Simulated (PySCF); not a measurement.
Here is a computed GFN2-xTB geometry (Å):
```
atom  x, y, z in Å
C1    -1.241   -0.694   -0.444
S2    -0.352    0.835    0.136
O3    -0.878    1.911   -0.700
O4    -0.685    0.920    1.549
C5     1.324    0.661   -0.147
C6     1.934   -0.408    0.436
N7     2.505   -1.274    0.964
H8    -0.809   -1.533    0.086
H9    -1.096   -0.786   -1.513
H10   -2.290   -0.578   -0.203
H11    1.594    0.949   -1.149
```

Charge -1, singlet.

Problem. Which heavy atoms are bonded, and with what formal order?

Solution. C1–S2 1.86 Å (single); S2–O3 1.46 Å (double); S2–O4 1.45 Å (double); S2–C5 1.71 Å (single); C5–C6 1.36 Å (single); C6–N7 1.16 Å (triple). Bonds to hydrogen (Å): C1–H8 1.08; C1–H9 1.08; C1–H10 1.08; C5–H11 1.08. The orders are those of one drawing; other resonance forms can be drawn.

Problem. Give the structure as a SMILES string.

Solution. `CS(=O)(=O)[CH-]C#N`, [C3H4NO2S]-.

Problem. What is the point group of this geometry?

Solution. C1 (no symmetry element, even within 0.4 Å).

Problem. Classify the heavy atoms.

Solution. C1: S-methyl carbon; S2: sulfonyl sulfur; O3/O4: sulfonyl oxygen; C5: carbon bonded to C, S and H; C6: carbon bonded to C and N; N7: nitrogen bonded to C.

Problem. What is the arrangement about C5?

Solution. It has 3 neighbours (S2, C6, H11) and has angles 119.7°, 116.6° and 111.9°, sum 348.3°, 0.27 Å off the plane of its three neighbours.

Problem. What is the arrangement about C1?

Solution. It has 4 neighbours (S2, H8, H9, H10) and is tetrahedral (angles from 107.1° to 111.3°).
